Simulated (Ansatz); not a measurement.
Ansatz results at the PBE0-D4/def2-TZVP geometry: HOMO energy (ωB97M-V/def2-TZVPP) -9.25 eV; LUMO energy (PBE0/def2-TZVPP) -0.87 eV; size of the dipole moment (B3LYP/def2-TZVPP) 1.09 D.

Each molecule was computed in one conformer, which needn't be the lowest.

(1) Which molecule gave them?
A. `O[SiH2][SiH2][SeH]`
B. `COB1C[SiH2]1`
C. `F[B](F)[SnH3]`
D. `N[SiH2][SiH2]Cl`

Results:

(1) A. The others give `N[SiH2][SiH2]Cl`: -9.67, -0.70, 1.52; `F[B](F)[SnH3]`: -10.74, -1.13, 0.64; `COB1C[SiH2]1`: -8.39, -0.94, 1.42.

B3LYP here is the variant with VWN-RPA as its local correlation; programs differ in this.
